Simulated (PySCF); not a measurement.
**Broadened absorption spectrum of C4H4F4**

Species: C₄H₄F₄.
SMILES: `FC/C=C/C(F)(F)F`

Method used: PySCF 2.14.0, density-fitted response routines, TDDFT CAM-B3LYP/def2-SVPD, vertical, gas phase, core orbitals frozen in the response. The structure is a single GFN2-xTB conformer in the gas phase; no vibrational or solvent corrections. Torsions of this conformer, `[F:1][CH2:2]/[CH:3]=[CH:4]/[C:5]([F:6])([F:7])[F:8]`: F1–C2–C3–C4 0°, C3–C4–C5–F6 121°.

Computed states:

```
state  E (eV)       f
   S1    7.54   0.486
   S2    8.08  0.0058
   S3    8.19  0.0003
   S4    8.61  0.0072
   S5    9.20   0.045
   S6    9.21  0.0006
   S7    9.36  0.0097
   S8    9.67  0.0013
```

Each state is given a Gaussian of 0.5 eV full width at half maximum, with ε(max) = 2.175×10⁸ f / Δν̃ (Δν̃ the width in cm⁻¹). The width is an assumption, not a result. The curve ends short of the highest state used, and states not computed would add to its high-energy end.

(1) What does the envelope look like, and where are its maxima?

(2) Does any computed singlet lie in the visible range?

## Answers

(1) 
```json
{"E (eV)": "6.79", "ε (L mol⁻¹ cm⁻¹)": "54"}
{"E (eV)": "6.83", "ε (L mol⁻¹ cm⁻¹)": "103"}
{"E (eV)": "6.87", "ε (L mol⁻¹ cm⁻¹)": "189"}
{"E (eV)": "6.91", "ε (L mol⁻¹ cm⁻¹)": "336"}
{"E (eV)": "6.95", "ε (L mol⁻¹ cm⁻¹)": "576"}
{"E (eV)": "6.99", "ε (L mol⁻¹ cm⁻¹)": "952"}
{"E (eV)": "7.04", "ε (L mol⁻¹ cm⁻¹)": "1698"}
{"E (eV)": "7.08", "ε (L mol⁻¹ cm⁻¹)": "2591"}
{"E (eV)": "7.12", "ε (L mol⁻¹ cm⁻¹)": "3818"}
{"E (eV)": "7.16", "ε (L mol⁻¹ cm⁻¹)": "5428"}
{"E (eV)": "7.20", "ε (L mol⁻¹ cm⁻¹)": "7449"}
{"E (eV)": "7.24", "ε (L mol⁻¹ cm⁻¹)": "9866"}
{"E (eV)": "7.29", "ε (L mol⁻¹ cm⁻¹)": "13336"}
{"E (eV)": "7.33", "ε (L mol⁻¹ cm⁻¹)": "16307"}
{"E (eV)": "7.37", "ε (L mol⁻¹ cm⁻¹)": "19245"}
{"E (eV)": "7.41", "ε (L mol⁻¹ cm⁻¹)": "21921"}
{"E (eV)": "7.45", "ε (L mol⁻¹ cm⁻¹)": "24099"}
{"E (eV)": "7.49", "ε (L mol⁻¹ cm⁻¹)": "25571"}
{"E (eV)": "7.54", "ε (L mol⁻¹ cm⁻¹)": "26200"}
{"E (eV)": "7.58", "ε (L mol⁻¹ cm⁻¹)": "25671"}
{"E (eV)": "7.62", "ε (L mol⁻¹ cm⁻¹)": "24281"}
{"E (eV)": "7.66", "ε (L mol⁻¹ cm⁻¹)": "22171"}
{"E (eV)": "7.70", "ε (L mol⁻¹ cm⁻¹)": "19549"}
{"E (eV)": "7.74", "ε (L mol⁻¹ cm⁻¹)": "16649"}
{"E (eV)": "7.79", "ε (L mol⁻¹ cm⁻¹)": "12982"}
{"E (eV)": "7.83", "ε (L mol⁻¹ cm⁻¹)": "10249"}
{"E (eV)": "7.87", "ε (L mol⁻¹ cm⁻¹)": "7838"}
{"E (eV)": "7.91", "ε (L mol⁻¹ cm⁻¹)": "5820"}
{"E (eV)": "7.95", "ε (L mol⁻¹ cm⁻¹)": "4211"}
{"E (eV)": "7.99", "ε (L mol⁻¹ cm⁻¹)": "2985"}
{"E (eV)": "8.03", "ε (L mol⁻¹ cm⁻¹)": "2090"}
{"E (eV)": "8.08", "ε (L mol⁻¹ cm⁻¹)": "1338"}
{"E (eV)": "8.12", "ε (L mol⁻¹ cm⁻¹)": "954"}
{"E (eV)": "8.16", "ε (L mol⁻¹ cm⁻¹)": "703"}
{"E (eV)": "8.20", "ε (L mol⁻¹ cm⁻¹)": "544"}
{"E (eV)": "8.24", "ε (L mol⁻¹ cm⁻¹)": "447"}
{"E (eV)": "8.28", "ε (L mol⁻¹ cm⁻¹)": "390"}
{"E (eV)": "8.33", "ε (L mol⁻¹ cm⁻¹)": "358"}
{"E (eV)": "8.37", "ε (L mol⁻¹ cm⁻¹)": "353"}
{"E (eV)": "8.41", "ε (L mol⁻¹ cm⁻¹)": "360"}
{"E (eV)": "8.45", "ε (L mol⁻¹ cm⁻¹)": "376"}
{"E (eV)": "8.49", "ε (L mol⁻¹ cm⁻¹)": "395"}
{"E (eV)": "8.53", "ε (L mol⁻¹ cm⁻¹)": "416"}
{"E (eV)": "8.58", "ε (L mol⁻¹ cm⁻¹)": "442"}
{"E (eV)": "8.62", "ε (L mol⁻¹ cm⁻¹)": "461"}
{"E (eV)": "8.66", "ε (L mol⁻¹ cm⁻¹)": "484"}
{"E (eV)": "8.70", "ε (L mol⁻¹ cm⁻¹)": "515"}
{"E (eV)": "8.74", "ε (L mol⁻¹ cm⁻¹)": "562"}
{"E (eV)": "8.78", "ε (L mol⁻¹ cm⁻¹)": "635"}
{"E (eV)": "8.83", "ε (L mol⁻¹ cm⁻¹)": "776"}
{"E (eV)": "8.87", "ε (L mol⁻¹ cm⁻¹)": "937"}
{"E (eV)": "8.91", "ε (L mol⁻¹ cm⁻¹)": "1143"}
{"E (eV)": "8.95", "ε (L mol⁻¹ cm⁻¹)": "1390"}
{"E (eV)": "8.99", "ε (L mol⁻¹ cm⁻¹)": "1669"}
{"E (eV)": "9.03", "ε (L mol⁻¹ cm⁻¹)": "1962"}
{"E (eV)": "9.07", "ε (L mol⁻¹ cm⁻¹)": "2248"}
```

Maxima: 164 nm (7.54 eV), ε about 26000, made up of S1 (100%) (ε in L mol⁻¹ cm⁻¹; maxima over ε = 5, shares over 10%). At its high-energy end, 9.07 eV, the curve is still rising (ε about 2200, from S5).

(2) No computed singlet lies in the visible range (380 to 750 nm); the lowest, at 165 nm, stands 4.27 eV above its violet end (3.26 eV).
